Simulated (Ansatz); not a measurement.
One change: `[CH3][In]([NH2])[Cl]` becomes `[CH3][In]([NH2])[NH2]`.

Ansatz, PBE0-D4/def2-TZVP geometries, multiplicity 1. Each molecule was computed in one conformer, which needn't be the lowest.

Elements past krypton have def2 core potentials.

```csv
property,`[CH3][In]([NH2])[Cl]`
size of the dipole moment (ωB97M-V/def2-TZVPP) / D,3.60
LUMO energy (PBE0/def2-TZVPP) / eV,-0.92
HOMO–LUMO gap (PBE/def2-TZVPP) / eV,4.24
LUMO energy (PBE/def2-TZVPP) / eV,-1.73
LUMO energy (B3LYP/def2-TZVPP) / eV,-1.23
HOMO–LUMO gap (ωB97M-V/def2-TZVPP) / eV,10.28
```

(1) What does the change do to each property? (Best estimate.)

Results:

(1) Ansatz gave: 
| property | `[CH3][In]([NH2])[NH2]` | shift |
| --- | --- | --- |
| size of the dipole moment (ωB97M-V/def2-TZVPP) / D | 1.70 | -1.90 |
| LUMO energy (PBE0/def2-TZVPP) / eV | -0.37 | 0.55 |
| HOMO–LUMO gap (PBE/def2-TZVPP) / eV | 3.95 | -0.29 |
| LUMO energy (PBE/def2-TZVPP) / eV | -1.16 | 0.57 |
| LUMO energy (B3LYP/def2-TZVPP) / eV | -0.69 | 0.54 |
| HOMO–LUMO gap (ωB97M-V/def2-TZVPP) / eV | 9.90 | -0.38 |

With PBE0 the HOMO rises by 0.86 eV and the LUMO rises by 0.55 eV, so the gap narrows by about 0.31 eV. PBE moves the HOMO by 0.86 eV and ωB97M-V by 0.84 eV. Dipoles are sizes alone; their direction can turn.

B3LYP here is the variant with VWN-RPA as its local correlation; programs differ in this.
